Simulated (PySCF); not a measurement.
silene (CH4Si), SMILES C=[SiH2]. Atoms are numbered in the order given.

```xyz
6

C      0.0000     0.0000    -1.1601
Si     0.0000     0.0000     0.5526
H      0.0000    -0.9239    -1.7398
H      0.0000     0.9239    -1.7398
H      0.0000     1.2543     1.3520
H      0.0000    -1.2543     1.3520
```
Charge 0, spin multiplicity 1.

Geometry: PBE-D3(BJ)/def2-TZVP.

Calculation: PBE-D3(BJ)/def2-TZVP (PySCF).

Frequencies are harmonic and unscaled.

Computed vibrational spectrum:
```tsv
mode	ν (cm⁻¹)	IR (km/mol)	moving atoms (share of kinetic energy)
1	423	19.3	H 79 %, Si 13 %, C 9 %
2	460	5.1	H 97 %
3	709	0.0	H 100 %
4	736	45.2	H 84 %, C 16 %
5	803	56.9	H 71 %, C 20 %, Si 9 %
6	903	26.2	H 87 %, C 12 %
7	969	18.4	C 38 %, Si 33 %, H 28 %
8	1341	8.6	H 82 %, C 17 %
9	2199	28.3	H 98 %
10	2224	72.7	H 95 %
11	3087	0.1	H 95 %
12	3178	0.0	H 90 %, C 10 %
```
